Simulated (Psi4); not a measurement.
Psi4 input (wB97X-D/6-31G*):

```
memory 1500 MB

molecule {
1 1
C    -1.60188500   -0.38191400    0.48038000
N    -0.52759800    0.62498900    0.14812700
Si    1.13232600   -0.13505600   -0.33412300
H    -1.26228300   -0.98753900    1.31650100
H    -1.76869200   -1.01048100   -0.39041700
H    -2.51747800    0.14034600    0.74499900
H    -0.85875300    1.22719000   -0.60910500
H    -0.39670200    1.24812300    0.94830300
H     1.97647600    1.03623900   -0.60030900
H     0.78762900   -0.93921700   -1.51236000
H     1.49173800   -0.90731800    0.86093700
symmetry c1
no_reorient
no_com
}

set {
  basis 6-31G*
  reference rks
  scf_type pk
  dft_radial_points 99
  dft_spherical_points 590
  e_convergence 1e-8
  d_convergence 1e-7
  maxiter 150
}

e = energy('wb97x-d')
print_out(f'\nFINAL {e:.10f} DIPOLE {variable("CURRENT DIPOLE")[0]:.6f} {variable("CURRENT DIPOLE")[1]:.6f} {variable("CURRENT DIPOLE")[2]:.6f}\n')
```

From the output:

```
      42A      0.743803    43A      0.774184    44A      0.792808
      45A      0.823617    46A      0.861072    47A      0.865793
      48A      0.955508    49A      1.009364    50A      1.069703
      51A      1.093424    52A      1.367944    53A      1.390855
      54A      1.486467    55A      1.799560    56A      1.865205
      57A      1.883326    58A      2.089869    59A      2.148496
      60A      2.175615    61A      2.237200    62A      2.469905
      63A      2.824024    64A      3.638485    65A      4.130356

    Final Occupation by Irrep:
              A
    DOCC [    17 ]
    NA   [    17 ]
    NB   [    17 ]

  @RKS Final Energy:  -386.87467656083021

   => Energetics <=

    Nuclear Repulsion Energy =            122.5227331784972478
    One-Electron Energy =                -766.6534952605065882
    Two-Electron Energy =                 282.6134015004798812
    DFT Exchange-Correlation Energy =     -25.3530579972707706
    Empirical Dispersion Energy =          -0.0042579820299884
    VV10 Nonlocal Energy =                  0.0000000000000000
    Total Energy =                       -386.8746765608302098

Computation Completed

Properties will be evaluated at   0.000000,   0.000000,   0.000000 [a0]

Properties computed using the SCF density matrix

 Multipole Moments:

 ------------------------------------------------------------------------------------
     Multipole            Electronic (a.u.)      Nuclear  (a.u.)        Total (a.u.)
 ------------------------------------------------------------------------------------

 L = 1.  Multiply by 2.5417464519 to convert [e a0] to [Debye]
 Dipole X            :         -0.5455837            0.0000057           -0.5455780
 Dipole Y            :          0.6422405           -0.0000038            0.6422368
 Dipole Z            :          0.1532376           -0.0000076            0.1532301
 Magnitude           :                                                    0.8565062

 ------------------------------------------------------------------------------------

FINAL -386.8746765608 DIPOLE -0.545578 0.642237 0.153230

*** Psi4 exiting successfully. Buy a developer a beer!
```

The dipole moment of an ion depends on the origin.

The geometry given is a B3LYP-D3(BJ)/def2-TZVP minimum.
